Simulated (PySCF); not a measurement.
AlCl2HO. Atoms are numbered in the order given.

```xyz
5

Al     0.0000     0.0000     0.3688
Cl     0.0000    -1.7884    -0.7021
Cl     0.0000     1.7884    -0.7021
O      0.0000     0.0000     2.0144
H      0.0000     0.0000     2.9611
```
Charge 0, spin multiplicity 1.

Geometry optimised at PBE0-D3(BJ)/def2-SVP. The geometry has at least one imaginary mode, so it is a saddle point at that level. The values are those of a single conformer.

Vertical ionisation energy (IE) and electron affinity (EA) in eV. Rows of orbital energies are one-electron estimates. Where ΔSCF, EOM or ADC give a negative EA the extra electron is unbound and the value depends on the basis.

```
level                                          IE     EA
------------------------------------------  -----  -----
−ε(HOMO), −ε(LUMO), PBE/def2-TZVPD (PySCF)   7.62   2.04
ADC(2)/aug-cc-pVDZ (PySCF)                  10.94  -0.12
```

Problem. Beyond the first one, list the lowest photoelectron lines from PySCF with ADC(2)/aug-cc-pVDZ with their pole strengths (two spins summed). (An estimate is asked for; the answer gives what the named calculation found.)

Solution. 11.44 eV (1.75), 11.67 eV (1.79), 11.75 eV (1.81), 12.08 eV (1.81), 12.41 eV (1.80).
